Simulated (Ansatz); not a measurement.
Frontier orbitals of C₄H₃F₃O₂, SMILES `O=C(/C=C/O)C(F)(F)F`.

The species carries charge 0 and has multiplicity 1. The structure was optimised at the PBE0-D4/def2-TZVP level. It is one conformer, not always the lowest. Basis def2-TZVPP, the Gaussian-basis code of Ansatz.

A caution on the coupled-cluster cation, which keeps the state that its UHF reference found: spin contamination of the cation.

Orbital energies of one run (eV). Highest occupied ones, from the top: -9.24, -9.63, -12.90, -13.15, -13.58, -13.59, -13.92, -14.17, -14.23, -14.50, -15.27, -15.28, -15.39, -16.74. Empty: -0.97, 1.09, 2.27, 2.71, 3.18, 4.19.

Task: Which functional gave them?
A. CAM-B3LYP
B. B97M-V
C. LDA (SPW92)
D. r2SCAN0

Result: A. HOMO energies: CAM-B3LYP -9.24, B97M-V -6.83, r2SCAN0 -8.10, LDA (SPW92) -6.55 eV.
